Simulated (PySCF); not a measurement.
Fine-structure interval of Bi⁷⁸⁺ by level of theory

Bi⁷⁸⁺ [He] 2s2 2p1 [2p1/2^1, M_J = 1/2] → Bi⁷⁸⁺ [He] 2s2 2p1 [2p3/2^1, M_J = 3/2], as a difference of total energies. Computed with PySCF 2.14 in an uncontracted even-tempered set (16 s from 71 bohr⁻², ratio 2.4; 13 p from 92 bohr⁻², ratio 2.4; 5 d from 290 bohr⁻², ratio 2.6; 4 f from 440 bohr⁻², ratio 2.6), with the two-component X2C-1e Hamiltonian. Correlated levels: nothing frozen; the 26 highest virtual spinors dropped. "Screened" scales the spin-orbit matrix elements by Boettger's factors to mimic the two-electron term; Breit and QED terms are absent.

| method | fine-structure interval (cm⁻¹) |
| --- | --- |
| GHF (screened spin-orbit) | 20245000 |
| GMP2 (screened spin-orbit) | 20222000 |
| GHF (bare spin-orbit) | 20826000 |
